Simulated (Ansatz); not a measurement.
`FC#[C][AlH2]` + `O[SiH2][AlH2]` → `[AlH2][O][SiH2][AlH2]` + `C#CF` at 400 K and 1 bar (ligand exchange at the Al–C bond).

Calculated with Ansatz (gas phase, PBE0-D4/def2-TZVP geometries, no zero-point term in ΔE). CCSD(T)/CBS adds triple-zeta CCSD(T) − MP2 to the extrapolated MP2 energy (def2 sets, frozen cores). This one scheme is used for every species. One conformer a species, not always the lowest.

```csv
species,CCSD(T)/CBS energy (Eh),H − E (kJ/mol),S (J/(mol·K))
`FC#[C][AlH2]`,-419.01167,91.1,321.5
`O[SiH2][AlH2]`,-609.28590,144.9,354.1
`[AlH2][O][SiH2][AlH2]`,-851.94680,165.6,439.6
`C#CF`,-176.38388,70.6,244.8
```

H − E and S are ideal-gas, rigid-rotor, harmonic terms from PBE0-D4/def2-TZVP, for one conformer and one mirror image of each species. 1 Eh = 2625.50 kJ/mol, R = 8.31446 J/(mol·K).

Task: By hand: ΔE, ΔH, ΔS and ΔG.

Result: ΔE = (-851.94680) + (-176.38388) − (-419.01167) − (-609.28590) = -0.03311 Eh = -86.9 kJ/mol. Δ(H − E) = 165.6 + 70.6 − 91.1 − 144.9 = 0.2, so ΔH = -86.7 kJ/mol. ΔS = 439.6 + 244.8 − 321.5 − 354.1 = 8.8 J/(mol·K). ΔG = -86.7 − 400 × (8.8)/1000 = -90.2 kJ/mol.

Task: By hand: the equilibrium constant, and the temperature at which ΔG would vanish if ΔH and ΔS stayed fixed.

Result: log₁₀ K = −ΔG/(RT ln 10) = 11.8. ΔH and −TΔS have one sign here, so there is no such temperature.

The number of gas molecules stays the same, so ΔS is small and ΔH decides. A doubt of 5 kJ/mol in ΔE shifts log₁₀ K by 0.7 here. Other conformers and mirror images would add mixing entropy, several J/(mol·K) or more a flexible species. Modes under 60 cm⁻¹, often nearly free rotors, make the harmonic entropy too high. These are equilibria of isolated gas molecules and say nothing of rates. Largest T1 diagnostic: 0.013 (customary marks: 0.02 for closed shells, 0.045 for open ones).

ΔS is within the doubt of such terms, so its sign, and with it that verdict, could turn.
